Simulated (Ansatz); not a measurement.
Start from `C[SiH](O)F` and change one atom or group to get `C[Si](O)(F)[SiH3]`.

Ansatz, PBE0-D4/def2-TZVP geometries, multiplicity 1. Each molecule was computed in one conformer, which needn't be the lowest.

```json
{"property": "LUMO energy (ωB97M-V/def2-TZVPP) / eV", "`C[SiH](O)F`": "2.14"}
{"property": "size of the dipole moment (ωB97M-V/def2-TZVPP) / D", "`C[SiH](O)F`": "2.15"}
{"property": "HOMO energy (B3LYP/def2-TZVPP) / eV", "`C[SiH](O)F`": "-8.69"}
{"property": "HOMO energy (ωB97M-V/def2-TZVPP) / eV", "`C[SiH](O)F`": "-11.18"}
{"property": "size of the dipole moment (B3LYP/def2-TZVPP) / D", "`C[SiH](O)F`": "2.14"}
{"property": "HOMO energy (PBE0/def2-TZVPP) / eV", "`C[SiH](O)F`": "-8.90"}
```

(1) What does the change do to each property? (Estimate.)

## Answers

(1) Ansatz gave: 
```json
{"property": "LUMO energy (ωB97M-V/def2-TZVPP) / eV", "`C[Si](O)(F)[SiH3]`": "1.88", "shift": "-0.26"}
{"property": "size of the dipole moment (ωB97M-V/def2-TZVPP) / D", "`C[Si](O)(F)[SiH3]`": "2.11", "shift": "-0.04"}
{"property": "HOMO energy (B3LYP/def2-TZVPP) / eV", "`C[Si](O)(F)[SiH3]`": "-7.84", "shift": "0.85"}
{"property": "HOMO energy (ωB97M-V/def2-TZVPP) / eV", "`C[Si](O)(F)[SiH3]`": "-10.10", "shift": "1.08"}
{"property": "size of the dipole moment (B3LYP/def2-TZVPP) / D", "`C[Si](O)(F)[SiH3]`": "2.10", "shift": "-0.04"}
{"property": "HOMO energy (PBE0/def2-TZVPP) / eV", "`C[Si](O)(F)[SiH3]`": "-8.03", "shift": "0.87"}
```

With PBE0 the HOMO rises by 0.87 eV and the LUMO falls by 0.51 eV, so the gap narrows by about 1.38 eV. PBE moves the HOMO by 0.63 eV and ωB97M-V by 1.08 eV. The zero-point energy changes by 42.8 kJ/mol with +9 modes. Dipoles are sizes alone; their direction can turn.

B3LYP here is the variant with VWN-RPA as its local correlation; programs differ in this.
